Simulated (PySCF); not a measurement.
Frontier orbitals and the lowest excitations

Species: C₂H₈F₂OSi₃.
Structure used (GFN2-xTB), in Å, numbered top down from 1:
```xyz
16
C2H8F2OSi3 angstrom
F      2.981    1.061   -1.359
Si     3.412   -0.043   -0.267
C      1.785   -0.606    0.513
F      1.933   -1.618    1.421
C      0.559   -0.148    0.282
Si    -1.000   -0.800    1.120
O     -2.241    0.104    0.610
Si    -3.299    0.993   -0.231
H      4.267    0.654    0.681
H      4.055   -1.112   -1.014
H      0.478    0.649   -0.442
H     -0.946   -0.616    2.569
H     -1.263   -2.179    0.709
H     -2.934    0.921   -1.645
H     -3.188    2.356    0.284
H     -4.606    0.394    0.025
```

Method used: TDDFT PBE0/def2-SVPD, vertical, gas phase, core orbitals frozen in the response (PySCF). The geometry optimisation had not met its thresholds, so the values belong to a structure short of the stationary point.

Frontier orbitals with the atoms that hold most of them (Löwdin shares over 4%, at most four atoms; ? is withheld):

```tsv
orbital	ε (eV)	atoms
LUMO+2	-0.05	Si8 29%, Si6 17%, O7 10%, H14 9%
LUMO+1	-0.41	Si2 38%, H10 12%, H9 11%, C3 9%
LUMO	-1.09	?
HOMO	-8.01	?
HOMO-1	-8.58	O7 28%, C5 13%, Si8 10%, Si6 10%
HOMO-2	-8.73	O7 34%, Si8 15%, H15 10%, Si6 9%
HOMO-3	-9.54	Si8 17%, H16 13%, C3 11%, O7 9%
```

Question: Give the leading atoms of the LUMO.

Answer: C3 (bonded to C, F and Si) 30%; C5 (bonded to C, Si and H) 30%; Si6 (bonded to C, O and 2 H) 10%; Si2 (bonded to C, F and 2 H) 10%. By element: carbon 60%, silicon 20% or more.

Question: Give the leading atoms of the HOMO.

Answer: C5 (bonded to C, Si and H) 31%; C3 (bonded to C, F and Si) 28%; F4 (bonded to C) 12%; Si6 (bonded to C, O and 2 H) 8%. By element: carbon 59%, fluorine 12% or more, silicon 8% or more.

Question: How does S1 compare with the orbital gap of 6.92 eV?

Answer: S1 is at 6.14 eV (f = 0.0002), 0.78 eV below the gap, made of HOMO-1→LUMO (88%). Its leading pair isn't HOMO and LUMO; the energies of that pair differ by 7.48 eV. Without the coupling terms of the response equations the lowest excitation would equal the gap.

Question: One configuration dominates each of S1 and S4. Which, and how do the shares of the two leading atoms of either orbital change from the occupied to the empty one?

Answer: 
- S1 (6.14 eV, f 0.0002), HOMO-1→LUMO (88%): O7 28% → at most 10%, C5 13% → 30%, C3 at most 11% → 30%
- S4 (6.76 eV, f 0.115), HOMO-2→LUMO (83%): O7 34% → at most 10%, Si8 15% → at most 10%, C3 at most 9% → 30%, C5 at most 9% → 30%

Löwdin shares depend on the basis, the more so with diffuse functions.

One conformer stands for the species.
